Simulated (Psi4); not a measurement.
Input for Psi4:
```
memory 2 GB

molecule {
0 1
  Te   -0.01170558    0.01195986    0.61430806
  Cl    1.11463884    1.32379797   -0.94476070
  Cl   -1.07883353   -1.36038108   -0.93429926
}

set basis def2-tzvpp

energy('tpss')
print_variables()
```

Task: What does this run give for the nuclear repulsion energy, dipole moment, total energy, number of basis functions?

Result: 
- nuclear repulsion energy: 229.5910 Eh
- dipole moment: 1.90 D
- total energy: -1188.430355 Ha
- number of basis functions: 134
